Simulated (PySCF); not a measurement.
# C$_{4}$H$_{12}$O$_{2}$Si$_{2}$: full NMR table

```
Formula                               : C4H12O2Si2
SMILES                                : [SiH3]C[SiH]1OCCCO1
Point group of the computed structure : C1
Degrees of unsaturation               : 1
Carbon signals                        : 3
Proton signals                        : 7
```

Structure with atom numbers: `[SiH3:1][CH2:2][SiH:3]1[O:4][CH2:5][CH2:6][CH2:7][O:8]1`. Hydrogens are named by the atom that carries them. Ha(C5), Ha(C6), Ha(C7) are cis to C2 on the ring; Hb(C5), Hb(C6), Hb(C7) are trans to C2 on the ring.

How the numbers were obtained: GIAO PBE0/pcSseg-1 shieldings, coordinates at the GFN2-xTB level, in PySCF 2.14 (one conformer, equivalent nuclei averaged, relativity neglected, isolated molecule).

Shifts are taken against calculated references (same method and geometry level): TMS for $^{1}$H (σ = 31.72 ppm), $^{13}$C (σ = 186.93 ppm), $^{29}$Si (σ = 349.16 ppm); H2O for $^{17}$O (σ = 336.08 ppm).

```tsv
carbon	δC, type	δH (multiplicity)	HMBC from (2–3 bonds)	span of the C tensor (ppm)
C2	-2.6, CH2	-0.32 (m)	H(Si3), H(Si1)	21
C5/C7	68.2, CH2	Ha(C5) 4.37 (m); Hb(C5) 4.56 (m)	H(Si3), Hb(C5)/Hb(C7), Ha(C5)/Ha(C7), Hb(C6), Ha(C6)	53
C6	35.8, CH2	Ha(C6) 1.37 (m); Hb(C6) 2.19 (m)	Hb(C5)/Hb(C7), Ha(C5)/Ha(C7)	18
```

Other nuclei:
```
 atoms    nucleus                                                   environment  δ (ppm)  σ (ppm)
H(Si3)    $^{1}$H  hydrogen on a silicon bonded to C, 2 O, in a 6-membered ring     5.35    26.37
H(Si1)    $^{1}$H                             hydrogen on a silicon bonded to C     4.01    27.71
   Si3  $^{29}$Si             silicon bonded to C, 2 O, H, in a 6-membered ring    -22.5    371.6
   Si1  $^{29}$Si                                      silicon bonded to C, 3 H    -79.8    429.0
 O4/O8   $^{17}$O                  oxygen bonded to C, Si, in a 6-membered ring     45.4    290.7
```

- Carbon types of the structure: 4 × CH2, leaving 4 H on heteroatoms.
- δC 68.2: sp3 CH2 bonded to O; pulled downfield by the heteroatom.
- δC 35.8: sp3 CH2 in a ring; a saturated carbon with 2 carbon neighbours and no heteroatom attached.
- δC -2.6: sp3 CH2 bonded to 2 Si; an electropositive neighbour leaves it electron-rich and shielded.
- δH 4.56, 4.37: hydrogen on an sp3 CH2 bonded to O; its carbon carries O, which withdraws density.
- δH -0.32: hydrogen on an sp3 CH2 bonded to 2 Si; an electropositive neighbour shields it, as in TMS itself.

Shifts are as computed. Against solution values, carbons near 30 ppm lie about +3 ppm off and those near 130 ppm about +5 ppm. Of 1211 compounds with measured shifts, 218 miss one by over three times the rms of a fit or turn the order of signals round; such compounds aren't used in these exercises. Experimental scales use liquid or dissolved standards, which lie at an offset from isolated H2O (liquid H2O: subtract about 36 ppm). Multiplicities follow the n + 1 count of equivalent neighbours, as no J values were calculated; m marks all less simple cases, F and P coupling included.
